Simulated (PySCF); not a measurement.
HSiCl3: calculation against experiment

**What was measured.**

NIST CCCBDB Release 22 (SRD 101), experimental dipoles lists, for the gas: dipole moment (dielectric constant against temperature) 0.86 D.

The runs below try to reproduce these values; the comparison stands at the end.

Species: HSiCl3.
Numbering: `[Cl:1][SiH:2]([Cl:3])[Cl:4]` (hydrogens: H5 on Si2)

Cartesian coordinates in Å at the GFN2-xTB level; atoms count from 1:
```
atom  x, y, z in Å
Cl1   -0.700    1.742   -0.621
Si2   -0.007    0.000    0.106
Cl3   -1.079   -1.520   -0.656
Cl4    1.926   -0.220   -0.397
H5    -0.132    0.000    1.551
```

Runs made with PySCF (gas phase, on this GFN2-xTB geometry; no spin–orbit coupling):

```
        level                                      job  basis functions  wall time
PBE0/pcSseg-1  shieldings, charges and field gradients              101      4.6 s
```

Hardware: one thread of an Arm Neoverse V2, on a shared host.

## Comparison

**Dipole moment.** Measured: 0.86 D (NIST CCCBDB Release 22 (SRD 101), experimental dipoles).

```json
{"level": "PBE0/pcSseg-1", "computed (D)": "1.01", "computed − measured (D)": "+0.15", "% (from the printed values)": "+17"}
```

The computed dipoles belong to one fixed geometry; measured ones are averaged over vibrations unless marked μe. Magnitudes are compared, not signs.

The geometry is computed, not the measured one. Where a level misses, the cause wasn't examined.
